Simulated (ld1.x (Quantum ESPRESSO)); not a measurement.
Os: excitation energies, all-electron against TM

ld1.x (Quantum ESPRESSO) 7.5 input, shortened:

```
&input
   title='Os', zed=76., rel=1, dft='PBESOL', iswitch=3,
   config='[Xe] 4f14 5d6 6s1 6p1'
 /
 &inputp
   pseudotype=2, tm=.true., lloc=0,
   nlcc=.true., rcore=1.30
 /
3
6P  2  1   1.00   0.00  3.65  3.65  0.0
5D  3  2   6.00   0.00  2.05  2.05  0.0
6S  1  0   1.00   0.00  2.65  2.65  0.0
 &test
   configts(1)='5d6 6s1 6p1'
 /
```

Energies are relative to the spin-unpolarised reference configuration 5d6 6s1 6p1; without spin polarisation the order of configurations can differ from experiment.

| valence configuration | charge | ΔE all-electron (eV) | error AE − PS (meV) |
| --- | --- | --- | --- |
| 5d6 6s2 6p0 | 0 | -5.121 | -0.3 |
| 5d6 6s1 6p0 | +1 | 4.503 | -6.7 |
| 5d6 6s0 6p0 | +2 | 21.443 | -40 |
| 5d6 6s0 6p2 | 0 | 5.431 | -2.9 |
| 5d7 6s0 6p0 | +1 | 3.959 | -128 |
| 5d6.5 6s1.5 6p0 | 0 | -5.061 | -20 |

Question: What are ΔE and the potential's error for 5d7 6s1 6p0?

Answer: ΔE = -4.794 eV all-electron; the error (AE − PS) is -70 meV.

Levels in the configuration 5d6 6s2 6p0:

```
level  all-electron (eV)  pseudo (eV)
   5d             -6.286       -6.283
   6s             -6.187       -6.184
```
